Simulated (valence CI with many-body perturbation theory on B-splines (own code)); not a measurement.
# E1 transitions of Tb¹⁴⁺

Level of theory: valence CI with perturbative core correlation (CI+MBPT): five valence electrons over a frozen Dirac-Fock core [Kr] 4d10, radial functions for each j: 7 s, 7 p, 7 d, 7 f, 4 g, 2 h, with the one-electron correlation potential Σ1 (screened to all orders), the two-electron term Σ2, the three-electron term Σ3, Breit, model QED; selected single and double excitations, second order for the rest, scaled by the run's own slope (own B-spline code, finite nucleus).

No measured levels were compared; by estimate terms of the open shell hold to a few per cent of their energy, and close levels can change places; configurations with another count of f electrons can be misplaced by thousands of cm⁻¹. Among the levels kept, up to 1200 cm⁻¹ of a level comes from second order outside the variational space, and about a tenth of that is noise between levels of different J, which matters for small intervals. The lowest computed level is not the ground level that NIST lists (6H°5/2, for many ions itself from theory).

Lines 1 to 50 of 489 in falling wavelength, among levels below 86194 cm⁻¹, chosen from the strongest by gf and those to the six lowest levels. Wavelengths and rates use the calculated energies, so an error of 2000 cm⁻¹ moves a line at 20150 Å by 40 % and its rate by three times that or more. Electric multipoles are in the length gauge, E1 and E2 with the static RPA response of the core. Weak lines are less certain than strong ones. Lines between different terms over intervals too small for the method are left out, as are lines whose strength nearly cancels. Where a level lies close to another of its J and parity, the split of strength between their lines is uncertain. The highest levels of a list are the least certain.

Names give the largest LS component (configuration and term), which can be under half, so a name can repeat, a term be missing and a line seem to break the LS rules; names also repeat where a configuration has a term twice. Letters in brackets count levels of one name in rising energy.

```csv
λ vac (Å),Upper,Lower,A (s⁻¹),S (a.u.)
20150,4f4.5s 2I_13/2 [b],4f3.5s2 4G°_11/2,1.73e+00,9.76e-05
19890,4f3.5s2 4G°_11/2,4f4.5s 2H_11/2 [a],2.06e+00,9.59e-05
18610,4f4.5s 2H_11/2 [b],4f3.5s2 2I°_13/2,1.94e+00,7.42e-05
17350,4f4.5s 4F_9/2 [e],4f3.5s2 4G°_11/2,3.83e+00,9.87e-05
17280,4f4.5s 4K_15/2 [b],4f3.5s2 2L°_15/2 [a],2.25e+00,9.17e-05
15380,4f4.5s 4H_11/2 [c],4f5 4G°_9/2,3.85e+00,8.30e-05
14310,4f3.5s2 4G°_9/2,4f4.5s 4F_9/2 [d],7.32e+00,1.06e-04
14260,4f4.5s 4K_13/2 [b],4f5 4I°_13/2,3.86e+00,7.74e-05
13300,4f3.5s2 2K°_13/2,4f4.5s 2K_13/2,4.33e+00,7.04e-05
12830,4f4.5s 4K_13/2 [b],4f5 4I°_11/2,4.29e+00,6.25e-05
11980,4f4.5s 4K_15/2 [b],4f5 4I°_13/2,3.48e+00,4.72e-05
11660,4f3.5s2 4G°_7/2,4f4.5s 4G_7/2 [a],1.59e+01,9.95e-05
11380,4f3.5s2 4D°_5/2,4f4.5s 4F_7/2 [c],1.77e+01,7.72e-05
11260,4f3.5s2 2H°_9/2 [b],4f4.5s 2H_9/2 [a],1.49e+01,1.05e-04
11220,4f4.5s 4G_11/2 [c],4f3.5s2 2G°_9/2,7.60e+00,6.37e-05
11220,4f3.5s2 2H°_9/2 [b],4f4.5s 4G_11/2 [c],9.82e+00,6.84e-05
11210,4f3.5s2 4D°_7/2,4f4.5s 4F_9/2 [e],2.51e+01,1.40e-04
10600,4f3.5s2 2I°_11/2,4f4.5s 2I_11/2 [a],1.03e+01,7.24e-05
10590,4f4.5s 2H_11/2 [b],4f3.5s2 2I°_11/2,5.52e+00,3.88e-05
10570,4f4.5s 2G_9/2 [b],4f3.5s2 2G°_7/2,6.97e+00,4.06e-05
10320,4f4.5s 4H_11/2 [b],4f3.5s2 4G°_9/2,2.08e+01,1.36e-04
10270,4f5 6H°_5/2,4f4.5s 6G_3/2,1.93e+01,6.19e-05
10250,4f3.5s2 2K°_15/2,4f4.5s 2K_15/2 [a],8.17e+00,6.95e-05
10130,4f3.5s2 2L°_15/2 [b],4f4.5s 2M_17/2,8.83e+00,7.26e-05
9890,4f4.5s 4G_5/2 [b],4f3.5s2 4F°_3/2,1.50e+01,4.31e-05
9856,4f3.5s2 4G°_9/2,4f4.5s 4F_9/2 [b],2.15e+01,1.02e-04
9342,4f5 6H°_15/2,4f4.5s 6G_13/2,1.20e+01,7.73e-05
9267,4f3.5s2 4G°_5/2,4f4.5s 4F_3/2 [a],2.36e+01,5.56e-05
9228,4f3.5s2 2K°_15/2,4f4.5s 4M_17/2,7.80e+00,4.84e-05
9185,4f5 6H°_7/2,4f4.5s 6G_5/2,2.04e+01,6.25e-05
9096,4f4.5s 4H_9/2 [b],4f3.5s2 2G°_7/2,1.01e+01,3.76e-05
9054,4f3.5s2 4G°_11/2,4f4.5s 4G_11/2 [a],4.95e+01,2.18e-04
8691,4f4.5s 2I_13/2 [c],4f3.5s2 4G°_11/2,1.93e+01,8.73e-05
8367,4f3.5s2 4G°_5/2,4f4.5s 4G_5/2 [a],1.07e+02,1.85e-04
8272,4f4.5s 2I_13/2 [d],4f3.5s2 4G°_11/2,3.53e+01,1.38e-04
8266,4f3.5s2 2G°_7/2,4f4.5s 4F_5/2 [a],1.60e+01,3.58e-05
8142,4f5 6H°_13/2,4f4.5s 6G_11/2,1.51e+01,5.62e-05
8131,4f5 4F°_3/2,4f4.5s 4F_5/2 [c],1.06e+02,1.12e-04
8062,4f3.5s2 4F°_7/2,4f4.5s 6G_9/2,1.64e+01,3.39e-05
8051,4f5 4F°_7/2,4f4.5s 4F_9/2 [e],5.40e+01,1.11e-04
7973,4f3.5s2 2L°_15/2 [a],4f4.5s 2L_15/2 [b],1.78e+01,7.13e-05
7842,4f3.5s2 2L°_17/2,4f4.5s 2M_19/2,3.95e+01,1.69e-04
7805,4f5 6H°_9/2,4f4.5s 6G_7/2,1.83e+01,4.29e-05
7671,4f5 6F°_9/2,4f4.5s 4H_11/2 [a],1.99e+01,4.44e-05
7647,4f5 4G°_9/2,4f4.5s 2G_9/2 [a],5.62e+01,1.24e-04
7605,4f3.5s2 2L°_15/2 [b],4f4.5s 2L_15/2 [b],9.77e+00,3.39e-05
7587,4f4.5s 2K_15/2 [b],4f3.5s2 2K°_15/2,1.33e+01,4.58e-05
7491,4f5 4F°_5/2,4f4.5s 4F_7/2 [c],7.56e+01,9.40e-05
7451,4f5 6H°_11/2,4f4.5s 6G_9/2,1.67e+01,4.08e-05
7437,4f3.5s2 2G°_7/2,4f4.5s 4G_7/2 [a],3.81e+01,6.18e-05
```
